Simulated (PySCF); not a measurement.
# Electric field gradients and quadrupole coupling constants

Compound: C5H10O2Si.
Atom-mapped SMILES: `[CH2:1]=[CH:2][CH2:3][CH2:4][C:5](=[O:6])[O:7][SiH3:8]` (hydrogens: H9, H10 on C1; H11 on C2; H12, H13 on C3; H14, H15 on C4; H16, H17, H18 on Si8)

Geometry (PBE0-D3(BJ)/def2-SVP, Å), atoms numbered from 1 in this order:
```xyz
18
C5H10O2Si angstrom
C     -1.467    1.490   -1.215
C     -1.503    0.678   -0.157
C     -1.067   -0.756   -0.159
C      0.298   -0.945    0.497
C      1.426   -0.429   -0.354
O      1.383   -0.286   -1.552
O      2.537   -0.166    0.340
Si     3.883    0.399   -0.573
H     -1.778    2.535   -1.142
H     -1.113    1.135   -2.187
H     -1.844    1.077    0.808
H     -1.805   -1.370    0.382
H     -1.016   -1.134   -1.192
H      0.508   -2.016    0.666
H      0.359   -0.467    1.486
H      4.920    0.607    0.472
H      3.554    1.685   -1.241
H      4.325   -0.638   -1.542
```

Field gradients from the PBE0/pcSseg-1 density (PySCF, non-relativistic), principal values in atomic units, ordered |Vxx| ≤ |Vyy| ≤ |Vzz|:

```tsv
atom	Vxx	Vyy	Vzz
O6	0.6353	0.8989	-1.5342
O7	-0.6565	-0.6906	1.3472
```

Find the asymmetry η = (Vxx − Vyy)/Vzz and the couplings χ = eQV/h (234.96 MHz × Q in barn × V in au), with Q(17O) = −0.0256 b.

```csv
atom,environment,nucleus,η,χzz (MHz),χxx (MHz),χyy (MHz)
O6,carbonyl oxygen,17O,0.17,9.23,-3.82,-5.41
O7,oxygen singly bound to a carbonyl carbon,17O,0.03,-8.10,3.95,4.15
```

The gradient is axial or nearly so (η below 0.05) at O7. The tensor is traceless: Vxx + Vyy + Vzz = 0.

What is Vzz at O6 in SI units (1 au = 9.71736 × 10²¹ V/m²)?

-1.5342 au = -14.908 × 10²¹ V/m².

What couplings would deuterons (Q(2H) = 0.00286 b) have in place of the hydrogens, at this geometry?

```csv
atom,bonded to,bond length (Å),Vzz (au),η,χzz (kHz)
H9,C1,1.093,0.3072,0.05,206
H10,C1,1.094,0.3024,0.06,203
H11,C2,1.098,0.2965,0.07,199
H12,C3,1.102,0.2864,0.03,192
H13,C3,1.100,0.2841,0.04,191
H14,C4,1.105,0.2822,0.04,190
H15,C4,1.101,0.2849,0.03,191
H16,Si8,1.487,0.1409,0.03,95
H17,Si8,1.486,0.1421,0.06,95
H18,Si8,1.486,0.1420,0.06,95
```

Geometry: PBE0-D3(BJ)/def2-SVP, one conformer, isolated molecule. With a basis this small, the couplings can be 20 % off.
